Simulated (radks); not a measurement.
The numbers below are computed, except where a source is named.
Ionisation of Cr3+, [Ar] 3d3, to Cr4+, [Ar] 3d2, under several functionals. Dirac Kohn-Sham, spin-unpolarised, spherical densities, finite nucleus; open shells fill j = l - 1/2 first; a radial shooting solver on a logarithmic mesh with Libxc functionals. Known Delta-SCF values: XLYP 48.433 eV. What does LDA (Slater exchange, Perdew-Zunger correlation) give, and what is its highest occupied eigenvalue?

Answer. 48.675 eV by Delta-SCF; the 3d3/2 eigenvalue is -39.428 eV. NIST: 49.16 eV (semi-empirical).

Beside tabulated values, note that spin-unpolarised runs miss the spin-polarisation part of the exchange energy of open shells.
